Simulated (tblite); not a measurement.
Compound: C₃H₇FO₂S.
Z-matrix (Å and degrees, GFN2-xTB geometry), rows numbered from 1:
```
C 
S   1  1.8095
O   2  1.4366  1  109.28
O   2  1.4360  1  108.49  3   129.77
C   2  1.8353  1  105.55  3  -115.30
C   5  1.5084  2  109.70  1    74.06
F   6  1.3762  5  110.01  2   -75.87
H   1  1.0816  2  108.94  3    58.22
H   1  1.0831  2  107.09  3   -61.44
H   1  1.0818  2  107.88  3   179.64
H   5  1.0860  2  107.65  1   -48.51
H   5  1.0858  2  105.52  1  -166.16
H   6  1.0948  5  110.01  2    41.83
H   6  1.0949  5  112.44  2   165.83
```

Computed values, GFN2-xTB/tblite, gas phase, harmonic and unscaled. The method is semi-empirical: single wavenumbers can be off by several per cent or more. One conformer, not necessarily the lowest.

Harmonic wavenumbers (cm⁻¹): 56.8, 97.6, 151.1, 194.6, 219.2, 283.6, 323.4, 396.9, 446.8, 479.3, 628.4, 708.3, 802.2, 865.5, 870.4, 937.7, 959.8, 1083.4, 1114.8, 1119.9, 1181.3, 1230.9, 1262.8, 1275.4, 1319.8, 1401.9, 1416.8, 1427.0, 1430.8, 2949.6, 2961.2, 3033.8, 3043.0, 3068.4, 3084.2, 3097.4.

A = 3694, B = 1606, C = 1483 MHz; mass 126.015 u (most abundant isotopes); point group C1, symmetry number 1.

Zero-point energy?

Half the sum of the wavenumbers: 22462 cm⁻¹ = 268.70 kJ/mol.

What is S at 350 K and 1 bar for an ideal gas of classical rigid rotors and harmonic oscillators?

Translation 172.51, rotation 119.12, vibration 109.19: S = 400.8 J/(mol K).

And Cp and H(350 K) − H(0)?

Cp = 147.06 J/(mol K), of which vibrations give 113.81 (their classical limit is 36 R = 299.3); H(350 K) − H(0) = 32.01 kJ/mol without the zero-point energy, 20.37 from vibrations.

Blend soft modes into free rotors: weight 1/[1 + (100 cm⁻¹/ν̃)⁴] for the oscillator and the rest for a rotor with moment μB/(μ + B), μ = h/(8π²ν), B = 10⁻⁴⁴ kg m². What vibrational entropy results?

102.29 J/(mol K) in place of 109.19, which changes −T·S at 350 K by +2.41 kJ/mol.

Which modes carry the vibrational entropy at 350 K?

56.8 cm⁻¹: 20.43; 97.6 cm⁻¹: 15.96; 151.1 cm⁻¹: 12.41; 194.6 cm⁻¹: 10.39; 219.2 cm⁻¹: 9.46; 283.6 cm⁻¹: 7.49 J/(mol K); the other 30 give 33.05 together.

How do the functions run with temperature in this model?

```json
{"T (K)": "150", "S (J/(mol K))": "305.8", "Cp (J/(mol K))": "85.5", "H − H(0) (kJ/mol)": "8.73", "G − H(0) (kJ/mol)": "-37.14", "ln q(vib)": "2.10"}
{"T (K)": "250", "S (J/(mol K))": "356.7", "Cp (J/(mol K))": "116.4", "H − H(0) (kJ/mol)": "18.83", "G − H(0) (kJ/mol)": "-70.36", "ln q(vib)": "4.12"}
{"T (K)": "298.15", "S (J/(mol K))": "378.5", "Cp (J/(mol K))": "131.4", "H − H(0) (kJ/mol)": "24.79", "G − H(0) (kJ/mol)": "-88.06", "ln q(vib)": "5.09"}
{"T (K)": "400", "S (J/(mol K))": "421.4", "Cp (J/(mol K))": "161.3", "H − H(0) (kJ/mol)": "39.73", "G − H(0) (kJ/mol)": "-128.83", "ln q(vib)": "7.13"}
{"T (K)": "600", "S (J/(mol K))": "495.9", "Cp (J/(mol K))": "206.1", "H − H(0) (kJ/mol)": "76.78", "G − H(0) (kJ/mol)": "-220.76", "ln q(vib)": "11.02"}
{"T (K)": "900", "S (J/(mol K))": "588.0", "Cp (J/(mol K))": "247.5", "H − H(0) (kJ/mol)": "145.38", "G − H(0) (kJ/mol)": "-383.86", "ln q(vib)": "16.44"}
```

q(vib) and H(0) count from the zero-point level.

Hindered rotation and anharmonicity are outside this model. Other conformers, if any are populated, would add a mixing term that is left out. The structure is chiral; the term R ln 2 for an equal mix with its mirror image is left out.
